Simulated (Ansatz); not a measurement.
Ideal-gas functions of H5OPSSi, SMILES `OP([SiH3])S` at 800 K and 1 bar, from an Ansatz frequency run at PBE0-D4/def2-TZVP.

Molar mass 112.17 g/mol, point group C1 (symmetry number 1), electronic degeneracy 1, moments of inertia 126.224, 191.503, 275.589 u Å². Harmonic wavenumbers (cm⁻¹, unscaled): 109, 144, 187, 241, 331, 381, 431, 484, 557, 567, 806, 832, 884, 925, 938, 1025, 2199, 2230, 2246, 2684, 3820.

Use S(trans) = R[1.5 ln M + 2.5 ln T − 1.1517]; rotational temperatures θ = 24.2544 K / I; S(rot) = R[ln(√π/σ · √(T³/θAθBθC)) + 1.5]; for each mode x = 1.438777 ν̃/T, S = R[x/(eˣ − 1) − ln(1 − e⁻ˣ)] and H = RT x/(eˣ − 1); 1 cm⁻¹ = 0.0119627 kJ/mol; R = 8.31446 J/(mol·K).

Task: By hand: the entropy, in J/(mol·K).

Result: Translation 188.2. Rotation: θ = 0.1922, 0.1267, 0.088 K, giving 126.1. Vibration, mode by mode: 21.88, 19.57, 17.41, 15.33, 12.75, 11.62, 10.64, 9.73, 8.64, 8.50, 5.92, 5.70, 5.28, 4.98, 4.89, 4.31, 0.80, 0.77, 0.75, 0.39, 0.07, in all 169.9. Electronic 0.0. Sum 484.2 J/(mol·K).

Task: By hand: H − E and G − E in kJ/mol, counted from the electronic energy.

Result: Zero-point energy ½ × 22021 × 0.0119627 = 131.7; thermal vibration 66.3; translation, rotation and pV give 4 RT = 26.6. H − E = 224.6 kJ/mol, and G − E = 224.6 − 800 × 484.2/1000 = -162.8 kJ/mol.

Vibration gives 35 % of the entropy, 41.4 J/(mol·K) of it from the modes under 150 cm⁻¹: soft modes count most, and the harmonic formula is weakest for them. The sum counts one conformer and one mirror image; others add a mixing term.
